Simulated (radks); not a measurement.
Sc9+, configuration [Ne] 3s2 (the NIST ground configuration).

Calculated with a radial shooting solver on a logarithmic mesh with Libxc functionals: non-relativistic Kohn-Sham, LB94 model potential, spin-polarised, spherical densities, point nucleus.

Energy parts (Ry):
kinetic: 1467.10147
electron-nucleus: -3285.19067
Hartree: 422.23612
(The LB94 potential has no energy functional, so no total or exchange-correlation energy is given.)

Orbitals (lengths in bohr, moments of r in powers of bohr):
| orbital | occ. | eigenvalue (Ry) | <r^2> |
|---|---|---|---|
| 1s | 2 | -341.2567 | 0.007212 |
| 2s | 2 | -50.55010 | 0.1383 |
| 2p | 6 | -44.68778 | 0.1133 |
| 3s | 2 | -16.58249 | 0.9756 |

The highest occupied level is 3s at -225.62 eV. Summed over all electrons, <r^2> = 2.922 bohr^2, which gives a Langevin (diamagnetic) susceptibility term of -2.31 x 10^-6 cm^3/mol.
